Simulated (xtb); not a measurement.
C2H8O2Si, SMILES CO[Si@@H](C)O. All values are semi-empirical tight-binding results from xtb (GFN2-xTB unless named), good for trends rather than for accurate numbers. Geometry optimised at GFN2-xTB. The structure was generated by enumeration; whether it is a known compound was not checked. The values are those of a single conformer.

Optimised geometry:

```xyz
13

C      1.3956    -0.8311     1.3918
O      1.2457    -0.0886     0.2172
Si    -0.1168     0.3467    -0.5674
C     -1.3268    -1.0727    -0.8964
O     -1.0272     1.4144     0.2670
H      0.8158    -0.3982     2.2113
H      1.0697    -1.8631     1.2403
H      2.4534    -0.8262     1.6593
H      0.5156     0.9381    -1.7366
H     -2.1440    -0.7518    -1.5329
H     -0.8281    -1.9005    -1.3914
H     -1.7620    -1.4486     0.0263
H     -0.6463     2.2134     0.6220
```
Charge 0, spin multiplicity 1.

Computed properties:
| Property | Value |
|---|---|
| orbital gap | 7.23 eV |
| dipole moment | 1.26 D |
| zero-point energy | 62.6 kcal/mol |
| G − E(el) at 298.15 K (modified RRHO) | 42.1 kcal/mol |
| static polarisability (D4 model) | 66.0 bohr³ |
| solvation energy, GFN2-xTB/ALPB(water) | -4.2 kcal/mol |
| solvation energy, GFN2-xTB/ALPB(acetonitrile) | -5.9 kcal/mol |

**Question.** Give the atomic charges and the Wiberg bond orders between heavy atoms. (The exact figures need the calculation; the answer reports its results.)

**Answer.** charges (e) C1 0.04, O2 -0.38, Si3 0.58, C4 -0.20, O5 -0.47, H6 0.03, H7 0.03, H8 0.05, H9 -0.08, H10 0.03, H11 0.02, H12 0.04, H13 0.30. Bond orders C1–O2 1.00, O2–Si3 1.09, Si3–C4 0.89, Si3–O5 1.16.
